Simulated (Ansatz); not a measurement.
The cluster Zn₃S₃⁻. The state is a doublet with charge -1. Geometry B3LYP-D4/def2-SVPD, basis def2-TZVPD, Ansatz.

```xyz
6

Zn    0.268   -0.221    1.945
Zn   -0.557    2.170   -0.760
Zn    0.890   -0.422   -0.918
S    -1.701   -0.270    0.498
S     2.298   -0.279    0.748
S    -1.197   -0.978   -1.512
```

```tsv
run	HOMO (eV)	LUMO (eV)
A	-0.80	1.06
B	-0.54	0.78
C	-1.00	1.34
D	-0.29	0.48
E	-1.20	1.45
```

Another isomer (doublet) lies 2.30 eV lower at PBE0-D4/def2-TZVPD; other spin states weren't run for this one.

HOMO and LUMO are taken over both spins.

Problem. The runs used PBE, PBE0, r2SCAN, r2SCAN0, r2SCANh. Estimate which is which.

Solution. A r2SCANh (10 % exact exchange); B r2SCAN (0 % exact exchange); C PBE0 (25 % exact exchange); D PBE (0 % exact exchange); E r2SCAN0 (25 % exact exchange). Exact exchange lowers occupied and raises empty levels; among semilocal functionals meta-GGAs tend to open the gap a little, and such runs are hard to tell apart. The gap grows from 0.77 eV (PBE) to 2.65 eV (r2SCAN0).
